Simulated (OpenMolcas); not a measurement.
**Ag2+: moving the ligands**

Ag2+ with 6 ligands (water) in octahedral coordination (Th) at 2.3 Å. Ligand basis ANO-RCC-VDZP.
```
Ag    0.0000    0.0000    0.0000
O     2.3000    0.0000    0.0000
H     2.8770    0.7797    0.0000
H     2.8770   -0.7797    0.0000
O     0.0000    2.3000    0.0000
H     0.0000    2.8770    0.7797
H     0.0000    2.8770   -0.7797
O    -2.3000    0.0000    0.0000
H    -2.8770    0.7797    0.0000
H    -2.8770   -0.7797    0.0000
O     0.0000   -2.3000    0.0000
H     0.0000   -2.8770    0.7797
H     0.0000   -2.8770   -0.7797
O     0.0000    0.0000    2.3000
H     0.7797    0.0000    2.8770
H    -0.7797    0.0000    2.8770
O     0.0000    0.0000   -2.3000
H     0.7797    0.0000   -2.8770
H    -0.7797    0.0000   -2.8770
```

```yaml
Program: OpenMolcas 26.06
Method: CASSCF
Basis: ANO-RCC-VTZP [7s6p4d2f1g]
Scalar_Hamiltonian: DKH2, point nucleus
Active_space: 9 electrons in 5 orbitals (4d)
State_averaging: 2S+1 = 2 even, 5 roots
Spin-orbit_coupling: RASSI with atomic mean-field integrals over the reference wave functions
```

Runs around this geometry, states (labels of O, taken over from Oh, the nearest higher group). Energies in cm-1 above the lowest state or level, χT in cm3 K/mol; 10Dq is the gap between the two states.

```csv
R (Å),Ground state,First state of that spin,10Dq,First gap with spin-orbit (degeneracies),χT at 300 K
2.27,2E,2T2 8568,8568,"7302 (4, 2)",0.660
2.3,2E,2T2 7846,7846,"6612 (4, 2)",0.684
2.36,2E,2T2 6586,6586,"5421 (4, 2)",0.736
```

Taking |10Dq| as R^-n, n = -ln(6586 / 8568) / ln(2.36 / 2.27) = 6.8 between the shortest and longest distance. The point-charge formula for a cubic d site gives n = 5.

An orbital doublet at a regular site is open to a Jahn-Teller distortion, which this geometry leaves out. With metal d orbitals alone the field can be off either way by tens of per cent. Ligand-to-metal charge-transfer states are missing. No measured value stands beside these numbers; the geometry is a model, was not optimised and need not be the one that this ion takes.
